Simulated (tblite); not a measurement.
A geometry optimisation, step by step.

C6H8OSi.
Bonds: C1–C2, C2–O3 (double), C2–C4, C4–C5 (double), C5–C6, C6–C7 (double), C7–Si8, C4–Si8. Hydrogens: H9, H10, H11 on C1; H12 on C5; H13 on C6; H14 on C7; H15, H16 on Si8.

Computed with GFN2-xTB (tblite), gas phase: L-BFGS steps from a force-field or distance-geometry start until the largest atomic force falls under 0.01 eV/Å. 9 of its 39 geometries are shown.

Step 0: E = -616.2465 eV, largest atomic force 1.638 eV/Å
```
atom  x, y, z in Å  |  force x, y, z in eV/Å
C1     -2.558   -0.018   -0.458   -0.957   0.053   0.037
C2     -1.531    0.089    0.619    0.552   0.020   1.322
O3     -1.844    0.210    1.810    0.521  -0.122  -1.464
C4     -0.101    0.030    0.234   -1.294   0.118   0.997
C5      0.415   -0.118   -0.988    0.207  -0.050  -0.855
C6      1.865   -0.145   -1.062    0.351   0.073   0.750
C7      2.496   -0.025    0.122    0.001   0.002   0.185
Si8     1.257    0.144    1.544    0.095   0.088   0.238
H9     -2.450    0.810   -1.161    0.058  -0.202  -0.039
H10    -3.568    0.045   -0.006    0.506  -0.022  -0.209
H11    -2.484   -0.977   -0.975    0.117   0.204  -0.036
H12    -0.168   -0.207   -1.904    0.123   0.009   0.196
H13     2.382   -0.250   -1.996   -0.003  -0.043  -0.316
H14     3.562   -0.025    0.307   -0.115  -0.041  -0.532
H15     1.339   -1.032    2.438   -0.076   0.326  -0.155
H16     1.377    1.479    2.183   -0.087  -0.413  -0.121
```

Step 5: E = -616.3391 eV, largest atomic force 0.191 eV/Å
```
atom  x, y, z in Å  |  force x, y, z in eV/Å
C1     -2.574   -0.016   -0.456   -0.030  -0.002  -0.010
C2     -1.525    0.082    0.622    0.093   0.042   0.081
O3     -1.823    0.210    1.796   -0.022  -0.006   0.044
C4     -0.121    0.029    0.246   -0.031  -0.015   0.023
C5      0.421   -0.113   -0.981    0.035  -0.021  -0.091
C6      1.874   -0.141   -1.036   -0.062   0.018   0.049
C7      2.498   -0.024    0.147    0.048  -0.016  -0.184
Si8     1.248    0.147    1.549   -0.026  -0.028  -0.054
H9     -2.447    0.794   -1.168    0.007   0.036  -0.056
H10    -3.562    0.046   -0.007   -0.024   0.005   0.000
H11    -2.475   -0.961   -0.981    0.014  -0.058  -0.055
H12    -0.156   -0.207   -1.894    0.065   0.008   0.038
H13     2.370   -0.251   -1.995   -0.047   0.010   0.128
H14     3.567   -0.030    0.252    0.090  -0.014  -0.134
H15     1.330   -1.006    2.432   -0.058  -0.054   0.116
H16     1.368    1.450    2.180   -0.052   0.096   0.104
```

Step 10: E = -616.3488 eV, largest atomic force 0.071 eV/Å
```
atom  x, y, z in Å  |  force x, y, z in eV/Å
C1     -2.573   -0.016   -0.458    0.026   0.005   0.013
C2     -1.524    0.085    0.628   -0.004  -0.025   0.018
O3     -1.822    0.210    1.803   -0.031   0.003  -0.064
C4     -0.121    0.026    0.249    0.031   0.017   0.062
C5      0.418   -0.114   -0.979    0.015   0.002  -0.015
C6      1.867   -0.139   -1.031    0.025  -0.015  -0.020
C7      2.509   -0.024    0.140   -0.014   0.004   0.018
Si8     1.255    0.145    1.550    0.030   0.000   0.037
H9     -2.446    0.793   -1.175    0.008  -0.006   0.026
H10    -3.562    0.047   -0.011    0.011  -0.006  -0.026
H11    -2.472   -0.962   -0.988    0.008   0.021   0.035
H12    -0.147   -0.206   -1.896   -0.022   0.003   0.009
H13     2.363   -0.251   -1.984    0.006  -0.003  -0.065
H14     3.585   -0.034    0.206   -0.027   0.002  -0.018
H15     1.313   -1.004    2.452   -0.030   0.053  -0.007
H16     1.351    1.453    2.198   -0.033  -0.054  -0.003
```

Step 14: E = -616.3505 eV, largest atomic force 0.038 eV/Å
```
atom  x, y, z in Å  |  force x, y, z in eV/Å
C1     -2.569   -0.015   -0.457    0.003  -0.004  -0.014
C2     -1.522    0.084    0.629   -0.002   0.016  -0.011
O3     -1.829    0.210    1.800    0.008  -0.001   0.027
C4     -0.117    0.027    0.254   -0.017  -0.010  -0.025
C5      0.419   -0.114   -0.977   -0.005   0.001   0.018
C6      1.867   -0.141   -1.034   -0.010   0.004  -0.013
C7      2.510   -0.024    0.137    0.008  -0.008  -0.023
Si8     1.262    0.145    1.553   -0.012  -0.003  -0.034
H9     -2.443    0.793   -1.173    0.026   0.010  -0.004
H10    -3.561    0.046   -0.015    0.013   0.002   0.008
H11    -2.469   -0.961   -0.985    0.022  -0.018  -0.011
H12    -0.148   -0.205   -1.894   -0.017   0.004   0.034
H13     2.361   -0.251   -1.990   -0.015   0.000   0.000
H14     3.585   -0.034    0.195    0.009   0.004   0.017
H15     1.304   -0.998    2.459   -0.004  -0.003   0.018
H16     1.341    1.448    2.204   -0.006   0.006   0.015
```

Step 19: E = -616.3511 eV, largest atomic force 0.024 eV/Å
```
atom  x, y, z in Å  |  force x, y, z in eV/Å
C1     -2.565   -0.016   -0.459    0.010   0.002   0.009
C2     -1.522    0.085    0.630    0.018  -0.011   0.011
O3     -1.829    0.210    1.801   -0.004   0.004  -0.002
C4     -0.117    0.026    0.255    0.013   0.003   0.005
C5      0.418   -0.114   -0.975   -0.005  -0.001  -0.011
C6      1.866   -0.141   -1.037   -0.010  -0.002   0.006
C7      2.511   -0.025    0.133   -0.009   0.003   0.004
Si8     1.262    0.144    1.550    0.000  -0.001   0.011
H9     -2.436    0.795   -1.173    0.008  -0.009  -0.005
H10    -3.556    0.046   -0.017   -0.004  -0.001  -0.014
H11    -2.462   -0.963   -0.985    0.009   0.011  -0.004
H12    -0.155   -0.204   -1.887   -0.009  -0.001  -0.010
H13     2.357   -0.251   -1.995   -0.016   0.002   0.008
H14     3.587   -0.034    0.194   -0.011  -0.001  -0.002
H15     1.299   -0.994    2.464    0.005  -0.001  -0.002
H16     1.336    1.445    2.208    0.005   0.001  -0.004
```

Step 24: E = -616.3514 eV, largest atomic force 0.020 eV/Å
```
atom  x, y, z in Å  |  force x, y, z in eV/Å
C1     -2.561   -0.016   -0.459   -0.002  -0.001  -0.009
C2     -1.520    0.084    0.632   -0.019   0.007   0.001
O3     -1.829    0.212    1.803    0.001  -0.001   0.000
C4     -0.116    0.026    0.257   -0.012  -0.003   0.012
C5      0.414   -0.114   -0.976   -0.003   0.001   0.011
C6      1.862   -0.141   -1.037    0.001   0.001  -0.003
C7      2.509   -0.025    0.132   -0.005   0.000   0.002
Si8     1.263    0.143    1.551   -0.002   0.001   0.007
H9     -2.429    0.793   -1.174    0.007   0.007   0.005
H10    -3.554    0.046   -0.022    0.003  -0.001  -0.008
H11    -2.455   -0.961   -0.987    0.005  -0.008   0.004
H12    -0.162   -0.204   -1.886    0.008   0.000   0.004
H13     2.350   -0.251   -1.996    0.009  -0.001  -0.009
H14     3.584   -0.034    0.193   -0.003  -0.002  -0.009
H15     1.299   -0.994    2.466    0.007  -0.003  -0.004
H16     1.335    1.445    2.209    0.006   0.002  -0.004
```

Step 28: E = -616.3516 eV, largest atomic force 0.019 eV/Å
```
atom  x, y, z in Å  |  force x, y, z in eV/Å
C1     -2.558   -0.016   -0.461   -0.003   0.001   0.002
C2     -1.521    0.085    0.634    0.001  -0.007   0.003
O3     -1.830    0.212    1.805   -0.019   0.002  -0.001
C4     -0.118    0.025    0.260    0.002   0.003  -0.002
C5      0.412   -0.114   -0.973    0.001  -0.001  -0.002
C6      1.860   -0.141   -1.038    0.001   0.001   0.005
C7      2.506   -0.025    0.132    0.010  -0.002   0.001
Si8     1.263    0.143    1.553    0.002  -0.001  -0.005
H9     -2.423    0.794   -1.174    0.002   0.001  -0.001
H10    -3.553    0.045   -0.028   -0.009   0.000  -0.003
H11    -2.449   -0.962   -0.987    0.003   0.001   0.001
H12    -0.163   -0.203   -1.884   -0.009   0.001   0.001
H13     2.348   -0.250   -1.997   -0.004   0.001   0.006
H14     3.581   -0.034    0.190    0.012   0.000   0.000
H15     1.302   -0.995    2.467    0.006   0.001  -0.003
H16     1.337    1.446    2.208    0.005  -0.002  -0.003
```

Step 33: E = -616.3518 eV, largest atomic force 0.011 eV/Å
```
atom  x, y, z in Å  |  force x, y, z in eV/Å
C1     -2.557   -0.016   -0.462    0.000  -0.001  -0.003
C2     -1.524    0.084    0.637   -0.003   0.006  -0.002
O3     -1.838    0.213    1.806    0.005  -0.003  -0.003
C4     -0.119    0.025    0.263    0.000  -0.001   0.010
C5      0.410   -0.114   -0.971   -0.002   0.002   0.006
C6      1.857   -0.141   -1.037   -0.002  -0.002   0.000
C7      2.507   -0.026    0.131    0.000   0.001  -0.001
Si8     1.264    0.143    1.553    0.008   0.000   0.004
H9     -2.417    0.794   -1.174   -0.006  -0.005  -0.004
H10    -3.555    0.044   -0.035    0.003   0.000  -0.001
H11    -2.443   -0.963   -0.987   -0.007   0.001  -0.008
H12    -0.167   -0.203   -1.881    0.001   0.000   0.006
H13     2.344   -0.250   -1.996   -0.002   0.000  -0.004
H14     3.582   -0.035    0.187   -0.001   0.000   0.002
H15     1.306   -0.995    2.466    0.003   0.002   0.000
H16     1.341    1.446    2.207    0.003  -0.002   0.000
```

Step 38: E = -616.3519 eV, largest atomic force 0.009 eV/Å
```
atom  x, y, z in Å  |  force x, y, z in eV/Å
C1     -2.556   -0.017   -0.464    0.001   0.001  -0.001
C2     -1.525    0.085    0.637    0.003  -0.006  -0.003
O3     -1.841    0.213    1.806   -0.006   0.002  -0.001
C4     -0.120    0.025    0.267    0.001   0.002  -0.008
C5      0.409   -0.113   -0.967    0.004  -0.002  -0.002
C6      1.856   -0.141   -1.036    0.002   0.002   0.000
C7      2.507   -0.026    0.130   -0.001  -0.001   0.001
Si8     1.267    0.143    1.554   -0.006   0.001   0.000
H9     -2.416    0.793   -1.176   -0.001   0.003  -0.002
H10    -3.555    0.044   -0.039    0.003   0.000   0.003
H11    -2.443   -0.962   -0.990   -0.001  -0.001   0.001
H12    -0.169   -0.202   -1.877   -0.003   0.001   0.003
H13     2.341   -0.249   -1.997   -0.004  -0.001   0.001
H14     3.583   -0.035    0.186   -0.001   0.000  -0.003
H15     1.310   -0.995    2.467    0.004  -0.004   0.006
H16     1.344    1.446    2.206    0.004   0.005   0.006
```

Question: Summarise the path.

Answer: The energy falls by 2.43 kcal/mol from step 0 to step 38; nine tenths of that is first reached at step 6. It falls at every step. The largest force goes from 1.638 to 0.009 eV/Å. Among the bonds C2–C4 changes most, from 1.482 to 1.455 Å; the atoms move by 0.045 Å rms after alignment.

The cost below is that of the whole relaxation. Hardware: one thread, Arm Neoverse V2 (aarch64), no GPU, shared host with 96 logical CPUs at a one-minute load of 49. Cost: 0.21 s of wall time.
